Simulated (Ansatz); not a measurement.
The cluster CdB9. Charge 0, multiplicity 2. Geometry PBE-D4/def2-SVP.

```
atom   x (Å)   y (Å)   z (Å)
 Cd1   1.123  -1.660   2.168
  B2   0.936   0.125   0.708
  B3  -0.984  -1.302  -1.102
  B4   0.990   1.586  -0.272
  B5   0.519  -0.967  -1.463
  B6  -1.897  -0.550  -0.072
  B7   1.400   0.261  -1.033
  B8  -0.178   1.552   0.796
  B9  -1.489   0.685   0.826
 B10  -0.420   0.270  -0.556
```

In the def2 sets Cd takes a core potential; there is no spin–orbit coupling. The structure comes from a short search, and lower isomers may exist.

(1) Estimate the α-spin orbital energies around the gap (eV) in Ansatz with PBE-D4/def2-SVP, PBE-D4/def2-TZVP, r2SCAN-D4/def2-TZVP, B97M-V/def2-TZVP, PBE0-D4/def2-TZVP.

Results:

(1) 
| orbital | PBE-D4/def2-SVP | PBE-D4/def2-TZVP | r2SCAN-D4/def2-TZVP | B97M-V/def2-TZVP | PBE0-D4/def2-TZVP |
| --- | --- | --- | --- | --- | --- |
| HOMO−13 | -12.58 | -12.52 | -12.93 | -13.09 | -14.68 |
| HOMO−12 | -12.58 | -12.52 | -12.92 | -13.07 | -14.67 |
| HOMO−11 | -11.19 | -11.28 | -11.80 | -11.85 | -12.90 |
| HOMO−10 | -10.97 | -11.06 | -11.58 | -11.64 | -12.68 |
| HOMO−9 | -10.64 | -10.69 | -11.13 | -11.07 | -12.19 |
| HOMO−8 | -9.10 | -9.18 | -9.56 | -9.47 | -10.48 |
| HOMO−7 | -8.24 | -8.27 | -8.57 | -8.59 | -9.62 |
| HOMO−6 | -8.21 | -8.24 | -8.56 | -8.59 | -9.58 |
| HOMO−5 | -7.63 | -7.66 | -7.88 | -7.73 | -8.66 |
| HOMO−4 | -7.25 | -7.26 | -7.45 | -7.29 | -8.20 |
| HOMO−3 | -7.21 | -7.21 | -7.39 | -7.26 | -8.11 |
| HOMO−2 | -6.76 | -6.79 | -6.96 | -6.81 | -7.59 |
| HOMO−1 | -6.71 | -6.72 | -6.89 | -6.78 | -7.58 |
| HOMO | -4.46 | -4.49 | -4.77 | -4.38 | -5.25 |
| LUMO | -3.51 | -3.52 | -3.40 | -3.22 | -2.72 |
| LUMO+1 | -3.17 | -3.19 | -3.02 | -2.88 | -2.38 |
| LUMO+2 | -2.43 | -2.45 | -2.25 | -2.14 | -1.63 |
| LUMO+3 | -2.32 | -2.35 | -2.12 | -2.00 | -1.51 |
| LUMO+4 | -1.92 | -1.96 | -1.71 | -1.62 | -1.04 |
| LUMO+5 | -1.74 | -1.82 | -1.56 | -1.54 | -0.96 |
| β HOMO | -6.66 | -6.69 | -6.85 | -6.67 | -7.47 |
| β LUMO | -3.68 | -3.70 | -3.39 | -3.72 | -2.87 |
